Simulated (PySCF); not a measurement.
CdI (SMILES [Cd+][I]), charge +1, singlet, at a GFN2-xTB geometry (such geometries of metal compounds can be far from the true shape) (core potentials on Cd, I). Base run: M062X/def2-SVP run with PySCF.

The PySCF input:
```python
from pyscf import gto, scf, dft, solvent

mol = gto.Mole()
mol.atom = '''
    Cd   -0.00000000   -0.00000000   -1.34136031
    I     0.00000000    0.00000000    1.21481689
'''
mol.basis = 'def2-svp'
mol.ecp = {'Cd': 'def2-svp', 'I': 'def2-svp'}
mol.charge = 1
mol.verbose = 4
mol.build()

mf = dft.RKS(mol)
mf.xc = 'm062x'
mf.kernel()
```

Each row names what was changed in the base input (with any setting that the change needs).

| change | ΔE vs base (kcal/mol) | HOMO-LUMO gap (eV) |
|---|---|---|
| base | 0.000 | 4.42 |
| model = IEF-PCM; solvent = n-hexane; lebedev_order = 41 | -43.05 | 4.98 |
| model = SS(V)PE; solvent = n-hexane | -42.75 | 4.98 |
| model = IEF-PCM; solvent = n-hexane; vdw_scale = 1.4 | -34.33 | 4.82 |
| model = IEF-PCM; solvent = n-hexane; lebedev_order = 11 | -43.32 | 4.96 |
| model = IEF-PCM; solvent = n-hexane; vdw_scale = 1.0 | -60.01 | 5.18 |
| model = IEF-PCM; solvent = dimethylsulfoxide | -101.4 | 6.26 |
| model = COSMO; solvent = n-hexane | -35.00 | 4.91 |
| model = IEF-PCM; solvent = acetonitrile | -100.5 | 6.23 |
| model = IEF-PCM; solvent = n-hexane | -43.03 | 4.98 |
| model = C-PCM; solvent = n-hexane | -44.89 | 5.07 |
| model = ddCOSMO; solvent = n-hexane | -61.37 | 5.30 |

The base is the gas phase, so ΔE is the electrostatic part of solvation at a fixed geometry, without cavity and dispersion terms.
